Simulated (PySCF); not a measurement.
**Tc (technetium, neutral) across methods**

[Kr] 4d7, high-spin 4F determinant (an excited configuration). All numbers are calculated (PySCF 2.14, the spin-free X2C one-electron Hamiltonian (Gaussian nucleus), in aug-cc-pVTZ-DK).

```
method  E (hartree)  mean ε 4p β (eV)  mean ε 4d α (eV)  mean ε 4d β (eV)  Σ⟨r²⟩ (bohr²)   ⟨S²⟩
   LDA     -4280.20           -39.201            -3.557            -2.195          51.24  3.756
  MN15     -4287.99           -42.156            -5.265            -3.805          49.64  3.766
  PBE0     -4284.77           -41.348            -4.515            -3.018          50.12  3.758
   UHF  -4282.79449           -47.941            -7.560            -5.242          48.80  3.767
 TPSSh     -4284.93           -39.994            -3.698            -2.442          50.53  3.757
r2SCAN     -4285.09           -39.502            -3.459            -2.052          50.57  3.763
 B97-3     -4284.80           -41.604            -4.443            -3.107          50.01  3.760
```

(1) Estimate the same row for PBE.

Results:

(1) E (hartree) = -4284.71; mean ε 4p β (eV) = -38.889; mean ε 4d α (eV) = -3.396; mean ε 4d β (eV) = -2.086; Σ⟨r²⟩ (bohr²) = 51.39; ⟨S²⟩ = 3.758.
